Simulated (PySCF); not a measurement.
Species: C₇H₉Cl.
Structure used (GFN2-xTB), in Å, numbered top down from 1:
```xyz
17
C7H9Cl angstrom
C     -1.6227    2.3512    0.6077
C     -1.3478    1.1882    0.5466
C     -0.9997   -0.2210    0.4829
C     -1.1944   -0.7074   -0.9534
Cl    -1.0009   -2.4769   -1.0603
C      0.4453   -0.4501    0.9697
C      1.4416    0.2672    0.1151
C      2.3843   -0.3356   -0.5842
H     -1.8693    3.3691    0.6676
H     -1.6827   -0.7740    1.1391
H     -0.4503   -0.2629   -1.6152
H     -2.1984   -0.4759   -1.3104
H      0.6511   -1.5213    0.9630
H      0.5205   -0.0861    1.9981
H      1.3343    1.3441    0.0887
H      3.0841    0.2111   -1.1932
H      2.4980   -1.4076   -0.5729
```

Method used: B3LYP/def2-SVPD in PySCF (dipole) on a GFN2-xTB geometry, gas phase.

Take the most abundant isotopes and a rigid rotor. The values belong to one conformer with, in the numbering `[CH:1]#[C:2][C@@H:3]([CH2:4][Cl:5])[CH2:6][CH:7]=[CH2:8]`, C2–C3–C4–Cl5 -172°, C2–C3–C6–C7 -62°, C3–C6–C7–C8 -118°.

(1) What are A, B and C (MHz)?

(2) Classify the top.

(3) Is it planar, by Δ = Ic − Ia − Ib?

(4) Which lines would a microwave search look for?

(5) Estimate the classical rotational partition function at 10 K, 50 K and 298.15 K.

## Answers

(1) Ia = 265.44, Ib = 383.78, Ic = 574.23 u·Å²; 505379 MHz·u·Å²/I gives A = 1904, B = 1317, C = 880.1 MHz.

(2) An asymmetric top; Ray's κ = -0.147.

(3) Not planar: Δ = Ic − Ia − Ib = -74.99 u·Å². For a rigid frame Δ = −2 Σ m c², so Σ m c² = 37.49 u·Å² lies off the ab plane: 12.70 from hydrogen and 24.79 from heavier atoms. The atom farthest from that plane is 1.83 Å away.

(4) The dipole components are |μa| = 1.52 D, |μb| = 0.05 D, |μc| = 0.18 D. The squared components, which scale the intensities, stand as 1.00 : 0.00 : 0.01 (a : b : c). Some lines, for components of 0.1 D or more:

```json
{"type": "a", "branch": "Q", "J(Ka,Kc)": "1(1,0) ← 1(1,1)", "MHz": "437", "lower level (cm⁻¹)": "0.093"}
{"type": "c", "branch": "Q", "J(Ka,Kc)": "4(2,3) ← 4(1,3)", "MHz": "713", "lower level (cm⁻¹)": "0.812"}
{"type": "a", "branch": "Q", "J(Ka,Kc)": "5(3,2) ← 5(3,3)", "MHz": "918", "lower level (cm⁻¹)": "1.361"}
{"type": "a", "branch": "Q", "J(Ka,Kc)": "2(1,1) ← 2(1,2)", "MHz": "1310", "lower level (cm⁻¹)": "0.225"}
{"type": "a", "branch": "Q", "J(Ka,Kc)": "3(1,2) ← 3(1,3)", "MHz": "2576", "lower level (cm⁻¹)": "0.420"}
{"type": "a", "branch": "R", "J(Ka,Kc)": "3(1,3) ← 2(1,2)", "MHz": "5845", "lower level (cm⁻¹)": "0.225"}
{"type": "a", "branch": "R", "J(Ka,Kc)": "3(0,3) ← 2(0,2)", "MHz": "6035", "lower level (cm⁻¹)": "0.214"}
{"type": "c", "branch": "Q", "J(Ka,Kc)": "5(5,1) ← 5(4,1)", "MHz": "6831", "lower level (cm⁻¹)": "1.549"}
{"type": "a", "branch": "R", "J(Ka,Kc)": "5(3,3) ← 4(3,2)", "MHz": "11251", "lower level (cm⁻¹)": "0.986"}
{"type": "a", "branch": "R", "J(Ka,Kc)": "5(4,2) ← 4(4,1)", "MHz": "11355", "lower level (cm⁻¹)": "1.167"}
{"type": "a", "branch": "R", "J(Ka,Kc)": "5(4,1) ← 4(4,0)", "MHz": "11426", "lower level (cm⁻¹)": "1.168"}
{"type": "c", "branch": "R", "J(Ka,Kc)": "4(2,2) ← 3(1,2)", "MHz": "11640", "lower level (cm⁻¹)": "0.506"}
{"type": "c", "branch": "R", "J(Ka,Kc)": "4(1,3) ← 3(0,3)", "MHz": "11886", "lower level (cm⁻¹)": "0.416"}
{"type": "c", "branch": "R", "J(Ka,Kc)": "4(3,2) ← 3(2,2)", "MHz": "13150", "lower level (cm⁻¹)": "0.547"}
{"type": "c", "branch": "R", "J(Ka,Kc)": "4(4,0) ← 3(3,0)", "MHz": "14436", "lower level (cm⁻¹)": "0.686"}
{"type": "c", "branch": "R", "J(Ka,Kc)": "5(4,2) ← 4(3,2)", "MHz": "16794", "lower level (cm⁻¹)": "0.986"}
```

(5) Point group C1, symmetry number σ = 1; q = (√π/σ)·√((kT/h)³/(ABC)), k/h = 20836.6 MHz/K: 3590 at 10 K, 40100 at 50 K, 584000 at 298.15 K.

GFN2-xTB frequencies: not computed here. These are rigid-rotor constants of the computed structure; measured ground-state constants (B0) also hold zero-point vibration. Quadrupole hyperfine structure (35Cl) is left out.
